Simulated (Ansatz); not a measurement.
An input meant for Cs₃H₄ (charge 0, doublet; with a point charge).

```yaml
crystal:
  periodic: [false, false, false]
  atoms:
    - {symbol: Cs, position_ang: [-1.971040, 1.063490, -1.632164]}
    - {symbol: Cs, position_ang: [1.422441, -1.757881, -1.943362]}
    - {symbol: Cs, position_ang: [-0.781927, -1.326116, 1.477094]}
    - {symbol: H, position_ang: [1.087060, 1.693307, 2.368093]}
    - {symbol: H, position_ang: [0.557148, 0.512405, -0.473993]}
    - {symbol: H, position_ang: [1.043646, 1.494949, 1.643913]}
    - {symbol: H, position_ang: [-1.357318, -1.680164, -1.439573]}
basis:
  gaussian: {orbitals: def2-mTZVPP, final_grid: {core_spheres: 8, valence_spheres: 7, degree: 23}, nuclear_model: gaussian, point_charges: [{charge: 2.00, position_ang: [4.487, 0.255, -0.132]}]}
magnetization: {spin_polarized: true, initial_magnetization: 1}
hamiltonian: {xc: {name: PBE0}, dispersion: rvv10}
scf: {omitted_lower_state_checks: [starts]}
output: {forces: true}
```

```sh
$ ansatz run in.yaml --threads 4 --pin off --events-out ev --progress --plain --max-ram 3916MiB
```

Output, abridged:

```
Error: inconsistent input (hamiltonian.dispersion, hamiltonian.xc): `dispersion: rvv10` has no transferable b for PBE exchange — Sabatini et al. (2013) fitted b=6.3 to rPW86, and the PBE refits of Peng & Perdew (2017) are task-dependent (b=6.6 S22 / b=10.0 layered). Use `xc: {exchange: rpw86, correlation: pbe}` for the original rVV10 or `xc: r2scan` for the r²SCAN+rVV10 pairing
```

(1) Something in this input is off. What?

## Answers

(1) The program holds no damping parameters for this pairing of functional and dispersion term, so they'd have to be typed. The program refused the input.
